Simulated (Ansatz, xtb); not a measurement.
This singlet lies 1.54 eV below the relaxed triplet at the level B3LYP/cc-pVTZ // PBE0-D3(BJ)/def2-TZVP (Ansatz, a quantum-chemistry and plane-wave program).

Species: C2H2N2, SMILES `[C-]#[N+][C]N` (lower singlet) (charge 0, multiplicity 1).

Q: Give a relaxed geometry from GFN2-xTB run with xtb.

A: the end point of this relaxation (outside a Z-matrix the atoms follow the SMILES, hydrogens last).
Bond lengths (Å): C1–N2 1.180, N2–C3 1.332, C3–N4 1.303, N4–H5 1.022, N4–H6 1.009. Bond angles (°): C1–N2–C3 167.5, N2–C3–N4 116.2, C3–N4–H5 124.9, C3–N4–H6 118.8, H5–N4–H6 116.3.
